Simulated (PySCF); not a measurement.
**Al(2+) (aluminium, charge +2) across methods**

[Ne] 3s1, 2S determinant. Calculation: PySCF 2.14, in aug-cc-pwCVQZ (10s9p7d5f3g, 134 functions); no relativity, point nucleus.

```tsv
method	E (hartree)	mean ε 2p α (eV)	mean ε 2p β (eV)	mean ε 3s α (eV)	Σ⟨r²⟩ (bohr²)	⟨S²⟩
UHF	-241.03050	-108.01	-107.72	-28.062	9.360	0.750
LC-wPBE	-241.3655	-96.225	-96.000	-28.192	9.245	0.750
LDA	-240.4058	-90.437	-90.207	-24.541	9.214	0.750
r2SCAN0	-241.4319	-96.260	-96.036	-25.588	9.254	0.750
PBE0	-241.3465	-95.052	-94.799	-25.455	9.252	0.750
B97-3	-241.4327	-95.407	-95.214	-25.437	9.211	0.750
PBE	-241.3229	-90.329	-90.079	-24.437	9.246	0.750
r2SCAN	-241.4358	-92.026	-91.817	-24.628	9.259	0.750
```
